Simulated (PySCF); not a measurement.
CH6S2Si. Atoms are numbered in the order given.

```xyz
10

Si    -0.2601    -0.2013     0.4945
C     -1.9700    -0.7186    -0.0689
S      1.3282    -1.2416    -0.5476
S     -0.0794     1.8903     0.0080
H     -0.0885    -0.4568     1.9533
H     -2.0881    -0.5421    -1.1491
H     -2.7478    -0.1535     0.4699
H     -2.1241    -1.7923     0.1234
H      1.3289    -2.3039     0.2932
H      1.2005     1.9984     0.4342
```

The structure is a stationary point at B3LYP-D3(BJ)/def2-SVP. Other conformers were not sampled.

All values below come from PBE/pcSseg-1 (PySCF).

GIAO shieldings, no solvent; atoms listed in one row are averaged. δ = σ(ref) − σ: ²⁹Si against TMS (σ = 335.4 ppm); ¹³C against TMS (σ = 182.0 ppm); ³³S against H2S (σ = 706.5 ppm); ¹H against TMS (σ = 31.49 ppm), references at their B3LYP-D3(BJ)/def2-TZVP geometries, non-relativistic.

```
nucleus       atoms  count  δ (ppm)
-------  ----------  -----  -------
²⁹Si            Si1      1     20.1
¹³C              C2      1      7.7
³³S              S3      1     40.3
³³S              S4      1     33.3
¹H               H5      1     6.20
¹H          H9, H10      2     1.01
¹H       H6, H7, H8      3     0.89
```
